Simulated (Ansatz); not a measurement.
Start from `F[SiH2]C[SiH](F)F` and change one atom or group to get `F[SiH](F)C[O][AlH2]`.

Ansatz, PBE0-D4/def2-TZVP geometries, multiplicity 1. Each molecule was computed in one conformer, which needn't be the lowest.

```
                                          property  `F[SiH2]C[SiH](F)F`
size of the dipole moment (ωB97M-V/def2-TZVPP) / D                 1.57
               HOMO energy (B3LYP/def2-TZVPP) / eV                -9.09
             LUMO energy (ωB97M-V/def2-TZVPP) / eV                 1.74
                 LUMO energy (PBE/def2-TZVPP) / eV                -0.89
             HOMO–LUMO gap (B3LYP/def2-TZVPP) / eV                 8.87
                HOMO energy (PBE0/def2-TZVPP) / eV                -9.31
```

(1) Give the same properties after the change, and the shifts. (Best estimate.)

## Answers

(1) Ansatz gave: 
```
                                          property  `F[SiH](F)C[O][AlH2]`  shift
size of the dipole moment (ωB97M-V/def2-TZVPP) / D                   2.13   0.56
               HOMO energy (B3LYP/def2-TZVPP) / eV                  -7.88   1.21
             LUMO energy (ωB97M-V/def2-TZVPP) / eV                   0.31  -1.43
                 LUMO energy (PBE/def2-TZVPP) / eV                  -2.04  -1.15
             HOMO–LUMO gap (B3LYP/def2-TZVPP) / eV                   6.39  -2.48
                HOMO energy (PBE0/def2-TZVPP) / eV                  -8.09   1.22
```

With PBE0 the HOMO rises by 1.22 eV and the LUMO falls by 1.27 eV, so the gap narrows by about 2.49 eV. PBE moves the HOMO by 1.22 eV and ωB97M-V by 1.11 eV. Dipoles are sizes alone; their direction can turn.

B3LYP here is the variant with VWN-RPA as its local correlation; programs differ in this.
